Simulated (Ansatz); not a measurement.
Compare A (`[OH][Al]1[NH]CO[SiH2]1`) with its isomer B (`[NH2][AlH][C](=O)O[SiH3]`).

Gas-phase electronic energies from Ansatz, PBE0-D4/def2-TZVP geometries. CCSD(T)/CBS is the MP2 limit (def2-TZVPP, def2-QZVPP) plus CCSD(T) − MP2 in def2-TZVPP, frozen cores. Functionals use def2-TZVPP. B3LYP here is the variant with VWN-RPA as its local correlation; programs differ in this. One conformer a species, not always the lowest.

Task: Which is lower in electronic energy at CCSD(T)/CBS, and by how much? (Estimate.)

Result: Computed: A, by 100.9 kJ/mol.

Task: Give E(B) − E(A) in kJ/mol with B3LYP-D4, B3LYP, CCSD(T)/def2-TZVPP, CCSD/def2-TZVPP, B2PLYP, HF/def2-TZVPP, r2SCAN-D4. (An estimate is asked.)

Result: Computed: B3LYP-D4 84.4, B3LYP 80.1, CCSD(T)/def2-TZVPP 93.6, CCSD/def2-TZVPP 97.3, B2PLYP 84.6, HF/def2-TZVPP 75.3, r2SCAN-D4 94.8. None reverses the order clearly.

Largest T1 diagnostic: 0.016.

In def2-TZVPP, CCSD(T) changes the Hartree–Fock value by +18.3 kJ/mol (the triples alone add −3.7 kJ/mol) and MP2 by +22.9 kJ/mol. From PBE to PBE0 (25 % exact exchange), in def2-TZVPP and without D4, E(B) − E(A) moves by +16.8 kJ/mol.
